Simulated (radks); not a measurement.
Values are calculated unless marked as measured or tabulated.
Problem. Tl2+, 79 electrons, occupied as [Xe] 4f14 5d10 6s1. Code: a radial shooting solver on a logarithmic mesh with Libxc functionals. Model: Dirac Kohn-Sham, PBE, spin-unpolarised, spherical densities, finite nucleus; Fermi nuclear charge, rms radius 5.4759 fm. Some entries of the table are withheld. Estimate them.

| orbital | occ. | eigenvalue (hartree) | <r^2> (bohr^2) |
|---|---|---|---|
| 1s1/2 | 2 | -3140.256 | 0.0003691 |
| 2s1/2 | 2 | -559.2242 | 0.005550 |
| 2p1/2 | 2 | -537.0289 | 0.003911 |
| 2p3/2 | 4 | -461.1259 | 0.005095 |
| 3s1/2 | 2 | -133.9684 | 0.03599 |
| 3p1/2 | 2 | -123.9127 | 0.03273 |
| 3p3/2 | 4 | -107.0386 | 0.03909 |
| 3d3/2 | 4 | (1) | (2) |
| 3d5/2 | 6 | (3) | (4) |
| 4s1/2 | 2 | -30.40795 | 0.1732 |
| 4p1/2 | 2 | -26.06658 | 0.1760 |
| 4p3/2 | 4 | -21.96429 | 0.2077 |
| 4d3/2 | 4 | -14.86195 | 0.2170 |
| 4d5/2 | 6 | -14.09646 | 0.2281 |
| 5s1/2 | 2 | -5.45459 | 0.8650 |
| 4f5/2 | 6 | -4.92947 | 0.2594 |
| 4f7/2 | 8 | -4.76046 | 0.2667 |
| 5p1/2 | 2 | -3.99739 | 1.001 |
| 5p3/2 | 4 | -3.25503 | 1.212 |
| 5d3/2 | 4 | -1.26833 | 2.071 |
| 5d5/2 | 6 | -1.18553 | 2.229 |
| 6s1/2 | 1 | -0.93176 | 5.816 |

Solution. 
(1) 3d3/2 eigenvalue (hartree): -90.37303
(2) 3d3/2 <r^2> (bohr^2): 0.02987
(3) 3d5/2 eigenvalue (hartree): -86.76905
(4) 3d5/2 <r^2> (bohr^2): 0.03159
